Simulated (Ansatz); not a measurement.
[M(H2O)6] with several metals: PBE0-D4/def2-SVP single points in Ansatz on relaxed structures, gas phase. Core potentials for Ce, Dy, Er, Eu, Gd, Ho, Nd, Pr, Sm, Tb, Tm, Yb, no spin–orbit coupling. HOMO and LUMO are taken over both spins. With an open 4f shell the SCF may have ended above the lowest state. Names give formal oxidation states. The structures are stationary points that may keep the symmetry of their start. Remarks come from the PBE and PBE0 runs and from stability tests at other levels; not every state was tested.

(1) Estimate the order by gap (eV), lowest first.
A. [Ce(H2O)6]3+ (CeO6H12³⁺) (doublet)
B. [Nd(H2O)6]3+ (NdO6H12³⁺) (quartet)
C. [V(H2O)6]2+ (VO6H12²⁺) (quartet)
D. [Tb(H2O)6]3+ (TbO6H12³⁺) (septet)
E. [Ho(H2O)6]3+ (HoO6H12³⁺) (quintet)
F. [Co(H2O)6]2+ (CoO6H12²⁺) (quartet)
G. [Sm(H2O)6]3+ (SmO6H12³⁺) (sextet)
H. [Dy(H2O)6]3+ (DyO6H12³⁺) (sextet)
I. [Eu(H2O)6]3+ (EuO6H12³⁺) (septet)
J. [Gd(H2O)6]3+ (GdO6H12³⁺) (octet)

(1) I (3.92), G (4.81), C (5.52), A (6.11), F (6.24), B (6.88), H (7.55), D (7.87), E (7.98), J (9.25).

In full:

```csv
species,atoms,state,geometry,HOMO (eV),LUMO (eV),gap (eV),point group (within 0.1 Å),remarks
[V(H2O)6]2+ (VO6H12²⁺),19,quartet,PBE-D4/def2-SVP,-13.30,-7.78,5.52,Ci,–
[Co(H2O)6]2+ (CoO6H12²⁺),19,quartet,r2SCAN-D4/def2-SVP,-15.80,-9.57,6.24,–,–
[Ce(H2O)6]3+ (CeO6H12³⁺),19,doublet,PBE-D4/def2-SVP,-20.07,-13.96,6.11,–,–
[Pr(H2O)6]3+ (PrO6H12³⁺),19,triplet,PBE0-D4/def2-SVP,-21.57,-15.33,6.24,–,–
[Nd(H2O)6]3+ (NdO6H12³⁺),19,quartet,r2SCAN-D4/def2-SVP,-22.42,-15.54,6.88,–,–
[Sm(H2O)6]3+ (SmO6H12³⁺),19,sextet,PBE-D4/def2-SVP,-22.39,-17.58,4.81,–,–
[Eu(H2O)6]3+ (EuO6H12³⁺),19,septet,r2SCAN-D4/def2-SVP,-22.52,-18.60,3.92,–,spin-contaminated (⟨S²⟩ up to 12.17)
[Gd(H2O)6]3+ (GdO6H12³⁺),19,octet,PBE-D4/def2-SVP,-22.56,-13.31,9.25,Th,–
[Tb(H2O)6]3+ (TbO6H12³⁺),19,septet,r2SCAN-D4/def2-SVP,-22.09,-14.22,7.87,Th,–
[Dy(H2O)6]3+ (DyO6H12³⁺),19,sextet,PBE-D4/def2-SVP,-22.65,-15.09,7.55,–,–
[Ho(H2O)6]3+ (HoO6H12³⁺),19,quintet,PBE-D4/def2-SVP,-22.74,-14.77,7.98,Th,–
[Er(H2O)6]3+ (ErO6H12³⁺),19,quartet,PBE-D4/def2-SVP,-22.79,-15.19,7.60,Th,–
[Tm(H2O)6]3+ (TmO6H12³⁺),19,triplet,r2SCAN-D4/def2-SVP,-22.94,-16.14,6.80,–,–
[Yb(H2O)6]3+ (YbO6H12³⁺),19,doublet,PBE-D4/def2-SVP,-22.79,-17.38,5.41,–,–
```

The gap (eV) runs from 3.92 ([Eu(H2O)6]3+) to 9.25 ([Gd(H2O)6]3+).
